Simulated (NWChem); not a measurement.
Species: C₅H₅F; SMILES FC(CC#C)=C

```xyz
11

C      0.2836    -2.6146     0.4830
C     -0.0020    -1.5896    -0.0927
C     -0.3521    -0.3550    -0.7891
C     -0.1120     0.8818     0.0242
C     -1.0072     1.8027     0.3655
F      1.1652     1.0075     0.3885
H      0.5386    -3.5223     0.9980
H      0.2468    -0.2846    -1.7155
H     -1.4089    -0.3822    -1.0957
H     -0.7075     2.6764     0.9465
H     -2.0506     1.6924     0.0715
```
Atoms are numbered in this order, from 1.

Computed with NWChem. Pople sets run with spherical d functions. Structure relaxed at the PBE0/def2-SVP level. GIAO values for the isolated, static molecule; σ is the absolute isotropic shielding, δ = σ(reference) − σ with the isolated reference molecule computed at the same levels (13C: tetramethylsilane, 19F: trichlorofluoromethane, 1H: tetramethylsilane).

Task: Predict the results for B3LYP/6-311G**. Quantities: δ C1 (ppm); δ C4 (ppm); δ F6 (ppm); δ H7 (ppm); δ H8 (ppm); δ H10 (ppm); δ H11 (ppm).

Result: 
```yaml
"δ C1 (ppm)": 72.7
"δ C4 (ppm)": 169.8
"δ F6 (ppm)": -99.3
"δ H7 (ppm)": 1.73
"δ H8 (ppm)": 3.20
"δ H10 (ppm)": 4.53
"δ H11 (ppm)": 4.24
```
